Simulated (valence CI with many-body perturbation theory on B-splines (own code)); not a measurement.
Cl11+: calculated level list

Computed by configuration interaction combined with many-body perturbation theory (CI+MBPT): four valence electrons over a frozen Dirac-Fock core [He], a basis of 11 s, 11 p, 9 d, 7 f, 5 g, 2 h, 1 i functions for each j, with the one-electron correlation potential Σ1, the two-electron term Σ2, the three-electron term Σ3, Breit, model QED; selected CI, second order for the rest, scaled by the run's own slope (own B-spline code, finite nucleus).

No measured levels were compared; by estimate levels of excited configurations hold to 0.05 to 0.15 % of their energy, terms of the ground configuration to about 0.5 %. Among the levels kept, up to 260 cm⁻¹ of a level comes from second order outside the variational space, and about a tenth of that is noise between levels of different J, which matters for small intervals.

Levels 46 to 82 of 82, with energies above the lowest level, 2s²2p² ³P_0. "Leading %" is the weight of the configuration and term that name the level; weights of strongly mixed levels are sums over their largest components and can fall short. Lifetimes count E1, E2, E3, M1 and M2 decay at the calculated energies, and are blank where another channel may lead or the interval is too uncertain; long ones can be off by a factor of two.

| No. | Configuration | Term | J | E (× 10³ cm⁻¹) | Leading % | g | Second component | Lifetime |
| --- | --- | --- | --- | --- | --- | --- | --- | --- |
| 46 | 2s²2p3d | ³P° | 1 | 2981.6 | 83 | 1.369 | 12 % 2s²2p3d ³D° | 520 fs |
| 47 | 2s²2p3d | ³P° | 0 | 2982.8 | 95 |  |  | 573 fs |
| 48 | 2s2p²3s | ³P | 0 | 2983.6 | 90 |  | 8 % 2s²2p3p ³P | 2.65 ps |
| 49 | 2s2p²3s | ³P | 1 | 2988.7 | 91 | 1.501 | 7 % 2s²2p3p ³P | 2.61 ps |
| 50 | 2s2p²3s | ³P | 2 | 2997.4 | 91 | 1.498 | 7 % 2s²2p3p ³P | 2.59 ps |
| 51 | 2s²2p3d | ¹F° | 3 | 3012.1 | 94 | 1.004 |  | 260 fs |
| 52 | 2s²2p3d | ¹P° | 1 | 3012.6 | 92 | 0.996 |  | 423 fs |
| 53 | 2s2p²3p | ³S° | 1 | 3029.7 | 87 | 1.998 | 5 % 2s2p²3p ⁵P° | 1.44 ps |
| 54 | 2s2p²3p | ⁵D° | 0 | 3033.0 | 99 |  |  | 466 ps |
| 55 | 2s2p²3p | ⁵D° | 1 | 3035.0 | 94 | 1.529 | 5 % 2s2p²3p ³S° | 26.6 ps |
| 56 | 2s2p²3p | ⁵D° | 2 | 3038.2 | 95 | 1.513 |  | 852 ps |
| 57 | 2s2p²3p | ⁵D° | 3 | 3043.7 | 96 | 1.505 |  | 1.12 ns |
| 58 | 2s2p²3p | ⁵D° | 4 | 3050.8 | 99 | 1.499 |  | 1.15 ns |
| 59 | 2s2p²3p | ⁵P° | 1 | 3051.1 | 94 | 2.463 |  | 28.8 ps |
| 60 | 2s2p²3p | ⁵P° | 2 | 3053.1 | 94 | 1.817 |  | 152 ps |
| 61 | 2s2p²3p | ⁵P° | 3 | 3058.4 | 94 | 1.653 |  | 68.6 ps |
| 62 | 2s2p²3p | ³D° | 1 | 3075.5 | 97 | 0.515 |  | 1.46 ps |
| 63 | 2s2p²3p | ³D° | 2 | 3080.1 | 96 | 1.177 |  | 1.46 ps |
| 64 | 2s2p²3p | ³D° | 3 | 3087.3 | 96 | 1.339 |  | 1.47 ps |
| 65 | 2s2p²3p | ⁵S° | 2 | 3091.5 | 97 | 1.994 |  | 114 ps |
| 66 | 2s2p²3p | ³P° | 0 | 3098.4 | 98 |  |  | 1.44 ps |
| 67 | 2s2p²3s | ³D | 1 | 3100.5 | 97 | 0.500 |  | 2.15 ps |
| 68 | 2s2p²3p | ³P° | 1 | 3100.7 | 96 | 1.491 |  | 1.43 ps |
| 69 | 2s2p²3s | ³D | 2 | 3100.7 | 97 | 1.167 |  | 2.15 ps |
| 70 | 2s2p²3s | ³D | 3 | 3101.0 | 97 | 1.334 |  | 2.13 ps |
| 71 | 2s2p²3p | ³P° | 2 | 3103.3 | 96 | 1.496 |  | 1.43 ps |
| 72 | 2s2p²3s | ¹D | 2 | 3135.7 | 97 | 1.001 |  | 4.97 ps |
| 73 | 2s2p²3d | ⁵F | 1 | 3142.6 | 98 | 0.019 |  | 300 ps |
| 74 | 2s2p²3d | ⁵F | 2 | 3144.3 | 96 | 1.017 |  | 157 ps |
| 75 | 2s2p²3d | ⁵F | 3 | 3147.0 | 94 | 1.263 | 5 % 2s2p²3d ⁵D | 99.2 ps |
| 76 | 2s2p²3d | ⁵F | 4 | 3151.1 | 95 | 1.357 | 5 % 2s2p²3d ⁵D | 294 ps |
| 77 | 2s2p²3d | ⁵F | 5 | 3156.6 | 99 | 1.399 |  | 1.70 ns |
| 78 | 2s2p²3d | ⁵D | 0 | 3163.5 | 98 |  |  | 69.1 ps |
| 79 | 2s2p²3d | ⁵D | 1 | 3163.7 | 95 | 1.497 |  | 13.2 ps |
| 80 | 2s2p²3d | ⁵D | 2 | 3164.3 | 89 | 1.498 | 5 % 2s2p²3d ⁵P | 5.18 ps |
| 81 | 2s2p²3d | ⁵D | 3 | 3165.6 | 84 | 1.501 | 9 % 2s2p²3d ⁵P | 3.02 ps |
| 82 | 2s2p²3d | ⁵D | 4 | 3169.2 | 94 | 1.490 | 5 % 2s2p²3d ⁵F | 693 ps |
